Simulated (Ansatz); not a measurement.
Reactions of C$_{3}$H$_{9}$NO (`CNCOC`).

Computed with Ansatz on PBE0-D4/def2-TZVP structures; ΔE is electronic, products minus reactants. CCSD(T)/CBS adds triple-zeta CCSD(T) − MP2 to the extrapolated MP2 energy (def2 sets, frozen cores). This one scheme is used for every species. For Se outer-core shells are correlated without core-valence functions, which leaves a few kJ/mol of doubt a bond. Scalar relativity is left out up to krypton. One conformer a species, not always the lowest.

Order these by ΔE at CCSD(T)/CBS, lowest first. (Estimate.)
A. `CNCOC` + `COC` → `COCCOC` + CH₃NH₂
B. `CNCOC` + `CC[SeH]` → `CC[Se]C` + `CNCO`
C. `CNCOC` → `CC(C)(N)O`
D. `CNCOC` + H₂O → `CNCO` + CH₃OH
E. `CNCOC` + `[OH][Al]([F])[Cl]` → `C[O][Al]([F])[Cl]` + `COCN`

C (-91.3 kJ/mol), B (-38.1 kJ/mol), A (-7.9 kJ/mol), D (+22.1 kJ/mol), E (+32.1 kJ/mol).

Largest T1 diagnostic: 0.011, for `C[O][Al]([F])[Cl]`.
